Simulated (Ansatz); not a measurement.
Computed with Ansatz on PBE0-D4/def2-TZVP structures; ΔE is electronic, products minus reactants. CCSD(T)/CBS is the MP2 limit (def2-TZVPP, def2-QZVPP) plus CCSD(T) − MP2 in def2-TZVPP, frozen cores. Functionals use def2-TZVPP. For Ge outer-core shells are correlated without core-valence functions, which leaves a few kJ/mol of doubt a bond. Scalar relativity is left out up to krypton. Each species was taken in one conformer, which may not be the lowest.

Reaction (redistribution): `N#[C][GeH3]` + `BOC[SiH2]C` → `BO[CH2][GeH3]` + `C[SiH2]C#N`

Q: Is it downhill or uphill in electronic energy at CCSD(T)/CBS, and by how much? (Best estimate.)

A: Computed: Downhill: ΔE = -11.0 kJ/mol.

Q: What do these levels give: ωB97X-V, r2SCAN, SCS-MP2/def2-TZVPP, CCSD/def2-TZVPP, MP2/def2-QZVPP, SCS-MP2/def2-QZVPP? (Estimate.)

A: Computed: ωB97X-V -8.0, r2SCAN -11.3, SCS-MP2/def2-TZVPP -9.5, CCSD/def2-TZVPP -8.7, MP2/def2-QZVPP -11.4, SCS-MP2/def2-QZVPP -10.5 kJ/mol.

Largest T1 diagnostic among the species: 0.013.
